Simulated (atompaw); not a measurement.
## u(r) = r·R(r): atom against pseudo-atom (Al (Z = 13))

Columns: radius, all-electron u(r) and pseudo u(r) of the 3p shell (level -5.68 eV) of aluminium in the configuration [Ne] 3s2 3p0.5; PBEsol, scalar-relativistic, PAW (atompaw) scheme, atompaw 4.2.0.5.

```csv
r (bohr),all-electron,pseudo
0.104,-0.0856,0.0037
0.208,-0.1865,0.0147
0.312,-0.2335,0.0326
0.415,-0.2299,0.0566
0.519,-0.1915,0.0864
0.623,-0.1323,0.1210
0.727,-0.0625,0.1593
0.831,0.0112,0.2002
0.935,0.0845,0.2426
1.038,0.1541,0.2850
1.142,0.2198,0.3273
1.246,0.2802,0.3679
1.350,0.3349,0.4063
1.454,0.3838,0.4416
1.558,0.4272,0.4734
1.662,0.4651,0.5015
1.765,0.4973,0.5254
1.869,0.5246,0.5456
1.973,0.5468,0.5620
2.077,0.5645,0.5748
2.181,0.5777,0.5842
2.285,0.5870,0.5907
2.388,0.5926,0.5943
2.492,0.5950,0.5956
2.596,0.5944,0.5945
2.700,0.5911,0.5911
```

(1) How many radial nodes do the two functions have?

(2) Where does each function peak?

(3) Is the pseudo-wave norm-conserving?

## Answers

(1) The all-electron 3p function has n − l − 1 = 1; the pseudo-wave has 0, since the states of the same l below it are removed with the core.

(2) Outermost all-electron maximum near 2.49 bohr, pseudo maximum near 2.49 bohr (to the table’s step).

(3) No, it belongs to a PAW set: the norm inside the radius is not constrained, and the difference is carried by the augmentation charge.
